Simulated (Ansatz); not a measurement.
SbAsP2⁺, that is PPAsSb tetrahedron with one electron fewer. Total charge 1; doublet. Geometry r2SCAN-D4/def2-SVP, that of the neutral singlet.

```xyz
4

P     0.5419    1.1615   -0.5937
P     0.4124    0.0692    1.3492
As    0.6877   -1.1733   -0.6138
Sb   -1.6419   -0.0574   -0.1417
```

In the def2 sets Sb takes a core potential; there is no spin–orbit coupling. At PBE-D4/def2-TZVP the gap within one spin of the charge 1 doublet nearly closes, so an electron or hole may be smeared out by delocalisation error.

Task: Estimate the α-spin orbital energies around the gap (eV) in Ansatz with PBE-D4/def2-TZVP, r2SCAN-D4/def2-TZVP, PBE0-D4/def2-TZVP.

Result: 
| orbital | PBE-D4/def2-TZVP | r2SCAN-D4/def2-TZVP | PBE0-D4/def2-TZVP |
| --- | --- | --- | --- |
| HOMO−5 | -13.49 | -13.87 | -14.59 |
| HOMO−4 | -12.98 | -13.29 | -14.00 |
| HOMO−3 | -12.46 | -12.73 | -13.48 |
| HOMO−2 | -12.17 | -12.50 | -13.16 |
| HOMO−1 | -11.92 | -12.26 | -12.92 |
| HOMO | -11.44 | -11.70 | -12.36 |
| LUMO | -7.77 | -7.78 | -7.11 |
| LUMO+1 | -7.45 | -7.37 | -6.76 |
| LUMO+2 | -6.98 | -6.86 | -6.18 |
| LUMO+3 | -6.87 | -6.66 | -6.09 |
| LUMO+4 | -6.45 | -6.21 | -5.60 |
| LUMO+5 | -6.37 | -6.14 | -5.51 |
| β HOMO | -11.32 | -11.57 | -12.21 |
| β LUMO | -11.26 | -11.20 | -10.52 |
